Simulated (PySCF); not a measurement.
Steps of a relaxation of [NdBr2]+

[NdBr2]+ (singlet in the valence; each metal's 4f electrons, 3 of them, lie in its core potential, out of spins and levels). PySCF 2.14.0, RKS PBE0, Nd lcecp-1-SVP with ECP49, Br def2-SVP; non-relativistic Hamiltonian with scalar-relativistic core potentials where named; density fitting; no spin-orbit coupling. Origin of the start: template. Columns: position (Å) and force (eV/Å). Energies are counted from the last step; some of the 9 steps are shown. Forces carry noise of the integration grid, about 0.01 to 0.03 eV/Å.

Run from Python with OMP_NUM_THREADS=2. Where DIIS fails, smearing, a level shift and second-order steps follow.
It took 35 s on 2 threads of Arm Neoverse V2, on a shared host, from the converged density of the start.

```xyz
3
step 0  E = 0.710 eV
Nd    0.0000    0.0000   -0.6086     0.00    0.00    1.63
Br    2.5827    0.0000    0.5472    -2.03    0.00   -0.81
Br   -2.5827    0.0000    0.5472     2.03    0.00   -0.81
```

```xyz
3
step 3  E = 0.077 eV
Nd    0.0000    0.0000   -0.6403     0.00    0.00   -0.26
Br    2.2998    0.0000    0.5631    -0.12    0.00    0.13
Br   -2.2998    0.0000    0.5631     0.12    0.00    0.13
```

```xyz
3
step 5  E = 0.013 eV
Nd    0.0000    0.0000   -0.8093     0.00    0.00    0.28
Br    2.1569    0.0000    0.6475    -0.29    0.00   -0.14
Br   -2.1569    0.0000    0.6475     0.29    0.00   -0.14
```

**Question.** Where does the relaxation end?

**Answer.** It converges at step 8 in C2v:
```xyz
3
step 8  E = 0
Nd    0.0000    0.0000   -0.8546
Br    2.0778    0.0000    0.6702
Br   -2.0778    0.0000    0.6702
```

**Question.** How did the contacts change?

**Answer.** 
```csv
contact,start (Å),end (Å)
Nd1–Br2 (Br),2.830,2.577
Nd1–Br3 (Br),2.830,2.577
```


An lcecp potential fixes the number of 4f electrons, so in runs with it no electron can move into or out of that shell.
